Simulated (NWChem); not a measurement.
# silicon monosulfide (SiS, singlet); SMILES [Si]=S

Computed with NWChem. Low-valent species are run as closed-shell singlets; no triplet was tried in these runs. Structure relaxed at the PBE0-D3(BJ)/def2-TZVP level. Level: PBE/def2-SVP with SMD (1 M gas to 1 M solution), gas-phase geometry. Reactions with the solvent are ignored.

Q: What does the run give for solvent N,N-dimethylformamide? Quantities: solvation free energy (kcal/mol); cavity-dispersion-structure term (kcal/mol); dipole in solution (D).

A: 
```yaml
solvation free energy (kcal/mol): -2.7
cavity-dispersion-structure term (kcal/mol): -1.7
dipole in solution (D): 1.77
```
